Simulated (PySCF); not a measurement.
S₄, SMILES S1SSS1. The structure is a stationary point at PBE-D3(BJ)/def2-SVP.

Computed equilibrium geometry at PBE-D3(BJ)/def2-SVP (PySCF confirms it by a frequency run) as a Z-matrix, and its point group:
point group D2d.
```
S
S 1 2.1700
S 1 2.1700 2 84.73
S 3 2.1700 1 84.73 2 -33.71
```
Charge 0, spin multiplicity 1.
